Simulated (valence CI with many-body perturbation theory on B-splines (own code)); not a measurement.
**Level structure of Ce⁴⁴⁺**

Method: configuration interaction combined with many-body perturbation theory (CI+MBPT): four valence electrons over a frozen Dirac-Fock core [Ne], a basis of 11 s, 11 p, 10 d, 8 f, 5 g, 2 h functions for each j, with the one-electron correlation potential Σ1 (screened to all orders), the two-electron term Σ2, the three-electron term Σ3, Breit, model QED; selected single and double excitations, second order for the rest, scaled by the run's own slope (own B-spline code, finite nucleus).

The last digits are not significant, and no measured levels were compared; by estimate large intervals hold to a few tenths of a per cent, small ones and those within an open d or f shell to about a per cent. Among the levels kept, up to 550 cm⁻¹ of a level comes from second order outside the variational space, and about a tenth of that is noise between levels of different J, which matters for small intervals.

Levels 1 to 45 of 171, with energies above the lowest level, (3s^2 3p1/2^2) J=0. "Leading %" is the weight of the configuration and term that name the level; weights of strongly mixed levels are sums over their largest components and can fall short. In the jj column 3d3/2^4 stands for four electrons in 3d with j = 3/2. Lifetimes count E1, E2, E3, M1 and M2 decay at the calculated energies, and are blank where another channel may lead or the interval is too uncertain; long ones can be off by a factor of two.

```tsv
No.	Configuration	Term	J	E (Ry)	Leading %	Lifetime	Second component	Leading jj
1	3s2.3p2	3P	0	0.000	71		28 % 3s2.3p2 1S	3s^2 3p1/2^2 (99 %)
2	3s2.3p2	3P	1	7.744	99	127 ns		3s^2 3p1/2 3p3/2 (99 %)
3	3s2.3p2	1D	2	8.260	61	21.8 μs	38 % 3s2.3p2 3P	3s^2 3p1/2 3p3/2 (99 %)
4	3s.3p3	3P°	2	16.139	42	86.6 ps	35 % 3s.3p3 5S°	3s 3p1/2^2 3p3/2 (94 %)
5	3s2.3p2	3P	2	16.378	61	72.3 ns	37 % 3s2.3p2 1D	3s^2 3p3/2^2 (98 %)
6	3s2.3p2	1S	0	17.496	70	53.5 ns	28 % 3s2.3p2 3P	3s^2 3p3/2^2 (98 %)
7	3s.3p3	3D°	1	17.725	38	6.42 ps	20 % 3s.3p3 1P°	3s 3p1/2^2 3p3/2 (83 %)
8	3s2.3p.3d	3F°	2	19.606	73	330 ps	21 % 3s2.3p.3d 1D°	3s^2 3p1/2 3d3/2 (98 %)
9	3s2.3p.3d	3D°	1	21.798	48	1.15 ps	21 % 3s2.3p.3d 1P°	3s^2 3p1/2 3d3/2 (84 %)
10	3s2.3p.3d	3P°	2	22.057	29	24.9 ps	27 % 3s2.3p.3d 3D°	3s^2 3p1/2 3d5/2 (70 %)
11	3s2.3p.3d	3F°	3	22.314	50	24.2 ps	23 % 3s2.3p.3d 3D°	3s^2 3p1/2 3d5/2 (87 %)
12	3s.3p3	3D°	2	24.111	45	4.84 ps	24 % 3s.3p3 5S°	3s 3p1/2 3p3/2^2 (68 %)
13	3s.3p3	3D°	3	24.722	83	10.5 ps	14 % 3s2.3p.3d 3F°	3s 3p1/2 3p3/2^2 (83 %)
14	3s.3p3	3P°	0	25.292	89	8.19 ps	10 % 3s2.3p.3d 3P°	3s 3p1/2 3p3/2^2 (89 %)
15	3s.3p3	3P°	1	25.966	41	4.77 ps	23 % 3s.3p3 3D°	3s 3p1/2 3p3/2^2 (83 %)
16	3s.3p3	1D°	2	26.165	56	3.18 ps	11 % 3s2.3p.3d 3D°	3s 3p1/2 3p3/2^2 (71 %)
17	3s.3p3	3S°	1	26.722	37	1.58 ps	21 % 3s.3p3 1P°	3s 3p1/2 3p3/2^2 (93 %)
18	3s.3p2.3d	5F	1	28.184	49	41.1 ps	31 % 3s.3p2.3d 3D	3s 3p1/2^2 3d3/2 (95 %)
19	3s.3p2.3d	3D	2	28.524	27	42.5 ps	26 % 3s.3p2.3d 5F	3s 3p1/2^2 3d3/2 (90 %)
20	3s2.3p.3d	3F°	3	29.429	35	1.95 ps	32 % 3s2.3p.3d 1F°	3s^2 3p3/2 3d3/2 (86 %)
21	3s2.3p.3d	3D°	2	29.445	42	1.12 ps	18 % 3s2.3p.3d 1D°	3s^2 3p3/2 3d3/2 (75 %)
22	3s2.3p.3d	3P°	1	29.498	49	1.39 ps	32 % 3s2.3p.3d 3D°	3s^2 3p3/2 3d3/2 (84 %)
23	3s2.3p.3d	3P°	0	29.594	88	1.60 ps	10 % 3s.3p3 3P°	3s^2 3p3/2 3d3/2 (88 %)
24	3s2.3p.3d	3F°	4	29.940	99	154 ns		3s^2 3p3/2 3d5/2 (99 %)
25	3s2.3p.3d	3P°	2	30.126	41	44.0 ps	33 % 3s2.3p.3d 1D°	3s^2 3p3/2 3d5/2 (85 %)
26	3s.3p2.3d	3D	3	30.719	26	12.7 ps	26 % 3s.3p2.3d 5D	3s 3p1/2^2 3d5/2 (92 %)
27	3s.3p2.3d	3F	2	31.425	26	11.9 ps	19 % 3s.3p2.3d 1D	3s 3p1/2^2 3d5/2 (83 %)
28	3s2.3p.3d	3D°	3	31.901	48	3.31 ps	48 % 3s2.3p.3d 1F°	3s^2 3p3/2 3d5/2 (89 %)
29	3s2.3p.3d	1P°	1	32.284	63	4.95 ps	21 % 3s2.3p.3d 3P°	3s^2 3p3/2 3d5/2 (91 %)
30	3s.3p3	3P°	2	34.209	44	2.04 ps	20 % 3s.3p3 1D°	3s 3p3/2^3 (84 %)
31	3p4	3P	2	34.448	29	6.79 ps	13 % 3p4 1D	3s 3p1/2 3p3/2 3d3/2 (46 %)
32	3s.3p2.3d	5D	0	34.905	65	27.1 ps	11 % 3s.3p2.3d 3P	3s 3p1/2 3p3/2 3d3/2 (83 %)
33	3s.3p2.3d	5D	1	35.085	56	58.0 ps	20 % 3s.3p2.3d 5F	3s 3p1/2 3p3/2 3d3/2 (97 %)
34	3s.3p2.3d	5F	3	35.331	47	47.4 ps	34 % 3s.3p2.3d 3F	3s 3p1/2 3p3/2 3d3/2 (91 %)
35	3s.3p2.3d	5F	2	35.375	31	5.00 ps	17 % 3p4 3P	3s 3p1/2 3p3/2 3d3/2 (61 %)
36	3p4	1S	0	35.689	36	3.97 ps	24 % 3p4 3P	3p1/2^2 3p3/2^2 (60 %)
37	3s.3p3	1P°	1	35.786	42	1.10 ps	24 % 3s.3p3 3S°	3s 3p3/2^3 (91 %)
38	3s.3p2.3d	5F	4	36.117	37	121 ps	26 % 3s.3p2.3d 3F	3s 3p1/2 3p3/2 3d3/2 (82 %)
39	3s.3p2.3d	5D	4	36.801	51	597 ps	29 % 3s.3p2.3d 5F	3s 3p1/2 3p3/2 3d5/2 (96 %)
40	3s.3p2.3d	3F	2	36.920	65	4.19 ps	8 % 3s.3p2.3d 5P	3s 3p1/2 3p3/2 3d3/2 (75 %)
41	3s.3p2.3d	5P	3	37.106	39	2.46 ps	20 % 3s.3p2.3d 3D	3s 3p1/2 3p3/2 3d3/2 (66 %)
42	3s.3p2.3d	5P	2	37.457	36	1.74 ps	20 % 3s.3p2.3d 3P	3s 3p1/2 3p3/2 3d3/2 (81 %)
43	3s.3p2.3d	5P	1	37.502	40	1.87 ps	22 % 3s.3p2.3d 3P	3s 3p1/2 3p3/2 3d3/2 (92 %)
44	3s.3p2.3d	3G	3	37.861	53	2.71 ps	25 % 3s.3p2.3d 1F	3s 3p1/2 3p3/2 3d3/2 (96 %)
45	3s.3p2.3d	1P	1	37.889	27	2.24 ps	18 % 3s.3p2.3d 3D	3s 3p1/2 3p3/2 3d3/2 (62 %)
```

The ionisation energy to 3s2.3p 2P°_1/2 of the next ion comes out as 3572.6 eV (NIST: 3570 ± 4 eV (theoretical)). All 171 levels together are meant to be complete up to 59.253 Ry.
